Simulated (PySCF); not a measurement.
Constitutional and geometric isomers with formula C2H6OSi. All species are isolated molecules in the gas phase. One relaxed conformer stands for each flexible species; it need not be the lowest. Strings in code marks are SMILES.

The numbers are results of B3LYP-D3(BJ)/def2-TZVP (PySCF), not measurements. All candidates: neutral, multiplicity 1. B3LYP has the VWN-RPA correlation part, as in Gaussian. Excitations are Tamm–Dancoff values on a coarser integration grid. The basis has no diffuse functions, so Rydberg states are missing or too high.

```yaml
brightest of the four lowest singlets (TDA): 5.71 eV
S1 excitation (TDA): 5.46 eV
T1 excitation (TDA): 2.88 eV
```

Name which member has these values.
(A) `C=[SiH]CO` (C–Si–C–O torsion -4°, Si–C–O–H torsion -49°)
(B) `C=CO[SiH3]` (C–C–O–Si torsion 180°)
(C) `C[Si](C)=O`
(D) `C=[Si](C)O` (C–Si–O–H torsion 0°)

A, `C=[SiH]CO` (C–Si–C–O torsion -4°, Si–C–O–H torsion -49°). The others give `C=[Si](C)O` (C–Si–O–H torsion 0°): 5.99 eV, 4.66 eV, 3.59 eV; `C[Si](C)=O`: 5.92 eV, 4.67 eV, 4.33 eV; `C=CO[SiH3]` (C–C–O–Si torsion 180°): 6.96 eV, 5.72 eV, 4.31 eV
